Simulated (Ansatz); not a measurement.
`N#[C][Sn]([F])([C]#N)[C]#N`, charge 0, multiplicity 1.

Task: Give a relaxed structure at PBE0-D4/def2-TZVP (Ansatz). (Best estimate.)

Result: Computed: 
```xyz
8

N     1.972   -1.162   -2.135
C     1.160   -0.708   -1.457
Sn   -0.281    0.105   -0.211
F    -1.728    0.643   -1.294
C     0.426    1.790    0.765
N     0.831    2.716    1.315
C    -0.999   -1.301    1.132
N    -1.381   -2.082    1.885
```
Point group C3v.
